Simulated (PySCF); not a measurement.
CNiO, SMILES [O+]#[C-]->[Ni], multiplicity 1.

Geometry optimised at PBE0-D3(BJ)/def2-TZVP. The spin state was assumed, not searched.

Two levels are set side by side: TDDFT-PBE/def2-TZVPD (PySCF) and TDDFT-CAM-B3LYP/def2-TZVPD (PySCF). Vertical, same geometry. The lowest singlet is HOMO→LUMO 100 % with PBE and HOMO−1→LUMO 94 % with the other functional; states are paired by order. Differences are taken from unrounded values.

```csv
quantity,TDDFT-CAM-B3LYP,TDDFT-PBE,TDDFT-PBE minus TDDFT-CAM-B3LYP
lowest singlet excitation (eV),1.55,1.51,-0.03
lowest triplet excitation (TDA) (eV),1.20,1.18,-0.02
```

Rough cost on one machine, each run with all the roots and properties that it gave: TDDFT-CAM-B3LYP against TDDFT-PBE about 4 times.
